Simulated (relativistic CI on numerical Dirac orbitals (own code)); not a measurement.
## Electric-dipole transitions in Pd XXIV

Computed by Dirac-Coulomb-Breit CI, separate exchange-only KLI orbitals for each configuration, model QED (radiative potential, 1s self-energy scaled to tabulated hydrogen-like ionisation energies), unscaled Slater integrals (own radial code, finite nucleus).

Configuration list (outside the closed core [Ne]): 3s2.3p6.3d5, 3s2.3p5.3d6, 3s2.3p4.3d7, 3s.3p6.3d6, 3p6.3d7, 3s.3p5.3d7, 3s2.3p6.3d4.4s, 3s2.3p6.3d4.4p, 3s2.3p6.3d4.4d, 3s2.3p6.3d4.4f, 3s2.3p5.3d5.4s, 3s2.3p6.3d3.4s2, 3s2.3p6.3d4.5s, 3s2.3p6.3d3.4p2, 3s.3p6.3d5.4s, 3p6.3d6.4s. Levels of other configurations are missing.

| λ vac (nm) | Lower | Upper | A (s⁻¹) | log gf | S velocity/length |
| --- | --- | --- | --- | --- | --- |
| 5.4424 | 3s2.3p6.3d5 2I_13/2 [17] | 3s2.3p5.3d6 2H°_11/2 [200] | 1.40e+12 | 0.87 | 0.64 |
| 5.4586 | 3s2.3p6.3d5 2I_11/2 [13] | 3s2.3p5.3d6 2G°_9/2 [196] | 3.12e+11 | 0.14 | 0.69 |
| 5.5040 | 3s2.3p6.3d5 4G_11/2 [5] | 3s2.3p5.3d6 4F°_9/2 [185] | 7.81e+11 | 0.55 | 0.69 |
| 5.5219 | 3s2.3p6.3d5 4G_9/2 [7] | 3s2.3p5.3d6 4F°_9/2 [185] | 1.85e+11 | -0.07 | 0.80 |
| 5.5507 | 3s2.3p6.3d5 2G_9/2 [16] | 3s2.3p5.3d6 4D°_7/2 [193] | 2.92e+11 | 0.03 | 0.73 |
| 5.5797 | 3s2.3p6.3d5 2I_11/2 [13] | 3s2.3p5.3d6 2H°_9/2 [190] | 3.12e+11 | 0.16 | 0.63 |
| 5.6243 | 3s2.3p6.3d5 2G_7/2 [21] | 3s2.3p5.3d6 2F°_5/2 [195] | 5.75e+11 | 0.21 | 0.71 |
| 5.6400 | 3s2.3p6.3d5 2H_9/2 [20] | 3s2.3p5.3d6 4D°_7/2 [193] | 3.31e+11 | 0.10 | 0.74 |
| 5.6743 | 3s2.3p6.3d5 4G_7/2 [3] | 3s2.3p5.3d6 4F°_7/2 [170] | 1.28e+11 | -0.30 | 0.83 |
| 5.7038 | 3s2.3p6.3d5 2F_7/2 [14] | 3s2.3p5.3d6 2D°_5/2 [183] | 4.09e+11 | 0.08 | 0.72 |
| 5.7068 | 3s2.3p6.3d5 4G_9/2 [7] | 3s2.3p5.3d6 4F°_7/2 [170] | 2.94e+11 | 0.06 | 0.70 |
| 5.7860 | 3s2.3p6.3d5 2H_9/2 [20] | 3s2.3p5.3d6 2G°_7/2 [186] | 3.03e+11 | 0.08 | 0.68 |
| 5.8099 | 3s2.3p6.3d5 2H_11/2 [25] | 3s2.3p5.3d6 2H°_11/2 [191] | 5.11e+11 | 0.49 | 0.85 |
| 5.8559 | 3s2.3p6.3d5 2G_9/2 [16] | 3s2.3p5.3d6 2F°_7/2 [176] | 2.87e+11 | 0.07 | 0.68 |
| 5.9370 | 3s2.3p6.3d5 2I_11/2 [13] | 3s2.3p5.3d6 2H°_9/2 [166] | 1.86e+11 | -0.01 | 0.63 |
| 6.0047 | 3s2.3p6.3d5 2I_13/2 [17] | 3s2.3p5.3d6 2I°_13/2 [165] | 4.17e+11 | 0.50 | 0.80 |
| 6.0420 | 3s2.3p6.3d5 2I_11/2 [13] | 3s2.3p5.3d6 2H°_11/2 [159] | 2.21e+11 | 0.16 | 0.81 |
| 6.0490 | 3s2.3p6.3d5 4G_5/2 [2] | 3s2.3p5.3d6 4P°_5/2 [138] | 1.78e+11 | -0.23 | 0.87 |
| 6.1462 | 3s2.3p6.3d5 4G_7/2 [3] | 3s2.3p5.3d6 4P°_5/2 [138] | 3.69e+11 | 0.10 | 0.67 |
| 6.2571 | 3s2.3p6.3d5 4G_11/2 [5] | 3s2.3p5.3d6 2G°_9/2 [134] | 1.00e+11 | -0.23 | 0.57 |
| 6.2974 | 3s2.3p6.3d5 6S_5/2 [1] | 3s2.3p5.3d6 6P°_7/2 [92] | 1.16e+11 | -0.26 | 0.84 |
| 6.3539 | 3s2.3p6.3d5 4G_11/2 [5] | 3s2.3p5.3d6 2H°_11/2 [125] | 1.86e+11 | 0.13 | 0.82 |
| 6.4969 | 3s2.3p6.3d5 6S_5/2 [1] | 3s2.3p5.3d6 4D°_7/2 [75] | 8.49e+10 | -0.37 | 0.84 |
| 6.5207 | 3s2.3p6.3d5 4G_5/2 [2] | 3s2.3p5.3d6 4G°_5/2 [103] | 1.77e+11 | -0.17 | 0.87 |
| 6.5567 | 3s2.3p6.3d5 4G_5/2 [2] | 3s2.3p5.3d6 4P°_3/2 [101] | 1.67e+11 | -0.37 | 0.70 |
| 6.6121 | 3s2.3p6.3d5 4G_7/2 [3] | 3s2.3p5.3d6 4G°_7/2 [104] | 8.70e+10 | -0.34 | 0.85 |
| 6.7238 | 3s2.3p6.3d5 6S_5/2 [1] | 3s2.3p5.3d6 6P°_3/2 [61] | 2.85e+11 | -0.11 | 0.83 |
| 6.7449 | 3s2.3p6.3d5 6S_5/2 [1] | 3s2.3p5.3d6 6P°_5/2 [59] | 1.67e+11 | -0.17 | 0.84 |
| 6.7629 | 3s2.3p6.3d5 4G_11/2 [5] | 3s2.3p5.3d6 4G°_11/2 [96] | 1.13e+11 | -0.03 | 0.78 |
| 6.8326 | 3s2.3p6.3d5 4G_11/2 [5] | 3s2.3p5.3d6 2I°_11/2 [89] | 6.64e+10 | -0.25 | 0.76 |

Terms are leading LS components. Brackets give the number of a level in order of energy, since labels repeat. The list gives strong lines, with weight on those to low levels, among the lowest 200 of 2605 levels, so that lines to higher ones, which can be the strongest, are missing. Levels whose partners in the same complex of configurations lie outside the list can be far off, and so can their lines. Rates are taken at the computed energies, electric ones in the length gauge. A velocity-to-length ratio far from 1 marks an uncertain rate.

At this charge energies of transitions that change n are usually good to better than 1 %, and those within a shell (Δn = 0) to a few per cent. Terms inside the open d or f shell come out 10 to 20 % too wide with unscaled integrals.

LS names give the leading component of a level, which can be under half, so a name can repeat, a term be missing and a line seem to break the LS rules.
